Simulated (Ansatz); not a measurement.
Computed with Ansatz on PBE0-D4/def2-TZVP structures; ΔE is electronic, products minus reactants. CBS: MP2 limit from def2 TZ/QZ plus the TZ coupled-cluster correction, frozen cores. This one scheme is used for every species. Functionals use def2-TZVPP. B3LYP here is the variant with VWN-RPA as its local correlation; programs differ in this. One conformer a species, not always the lowest.

Consider the formal exchange of groups at the Si–O bond: `CO[Si](N)(O)[SiH3]` + CH₄ → `C[Si](N)(O)[SiH3]` + CH₃OH.

`CO[Si](N)(O)[SiH3]`:

```xyz
15

C     0.018   -0.384   -2.181
O    -0.422    0.549   -1.223
Si    0.101    0.590    0.332
N    -0.880    1.810    1.013
O     1.686    0.994    0.496
Si   -0.013   -1.534    1.319
H    -0.521   -0.197   -3.112
H    -0.184   -1.415   -1.868
H     1.092   -0.286   -2.373
H    -1.811    1.955    0.657
H    -0.810    2.049    1.988
H     1.908    1.906    0.289
H     0.249   -1.433    2.782
H    -1.378   -2.106    1.140
H     0.965   -2.498    0.741
```

CH₄:

Cartesian coordinates in Å:
```
C 0.000 0.000 0.000
H -0.107 -0.355 -1.024
H -0.859 0.616 0.263
H 0.911 0.592 0.086
H 0.056 -0.853 0.676
```

`C[Si](N)(O)[SiH3]`:

Z-matrix (Å, degrees):
```
C
Si 1 1.866
H 1 1.094 2 110.9
H 1 1.093 2 111.3 3 120.5
H 1 1.092 2 110.5 3 -119.7
N 2 1.721 1 106.0 3 -54.7
O 2 1.653 1 112.7 3 65.2
Si 2 2.347 1 112.1 3 -179.1
H 6 1.007 2 121.6 1 -169.6
H 6 1.007 2 120.3 1 -21.1
H 7 0.960 2 115.7 1 -73.4
H 8 1.492 2 109.8 1 53.4
H 8 1.491 2 110.6 1 171.8
H 8 1.489 2 112.9 1 -66.8
```

CH₃OH:

Cartesian coordinates in Å:
```
C -0.208 -0.120 -0.263
O 0.114 0.558 0.929
H -1.279 0.010 -0.425
H -0.001 -1.195 -0.202
H 0.320 0.290 -1.133
H 1.053 0.456 1.094
```

| level | ΔE (kJ/mol) | difference from CCSD(T)/CBS |
| --- | --- | --- |
| r2SCAN-D4 | 122.5 | 2.8 |
| B3LYP-D4 | 124.0 | 4.3 |
| B2PLYP | 123.0 | 3.3 |
| r2SCAN | 121.7 | 2.0 |
| B3LYP | 120.6 | 0.9 |
| MP2/def2-TZVPP | 122.4 | 2.7 |
| CCSD/def2-TZVPP | 121.4 | 1.7 |
| CCSD(T)/def2-TZVPP | 121.0 | 1.3 |
| HF/def2-QZVPP | 131.0 | 11.3 |
| MP2/CBS(def2) | 121.2 | 1.5 |
| CCSD(T)/CBS | 119.7 | 0 |

Largest T1 diagnostic among the species: 0.012.

The D4 term adds +3.4 kJ/mol with B3LYP and +2.1 kJ/mol with PBE0; it sums over pairs of atoms, weighted by their polarisabilities, and B3LYP, whose exchange is more repulsive, gets the larger term. In def2-TZVPP, CCSD(T) changes the Hartree–Fock value by −9.2 kJ/mol (the triples alone add −0.4 kJ/mol) and MP2 by −7.8 kJ/mol.
